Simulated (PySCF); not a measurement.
A structure optimised at PBE-D3(BJ)/def2-SVP, used in a PySCF frequency run:

```xyz
9

Si     2.0218     0.0871    -0.0759
S      0.2419     0.1163    -1.3442
Si    -1.2068    -0.2310     0.1703
F     -0.5056    -1.0619     1.3897
F     -1.7384     1.1555     0.8355
H      1.8258     0.9539     1.1320
H      2.3679    -1.3124     0.3337
H      3.0996     0.6499    -0.9531
H     -2.3788    -0.9809    -0.3546
```
Charge 0, spin multiplicity 1.

Task: Write its SMILES and formula.

Result: F[SiH](F)S[SiH3], F2H4SSi2

Task: What are its rotational constants (standard atomic weights)?

Result: 3.5938, 1.6183, 1.3909 GHz
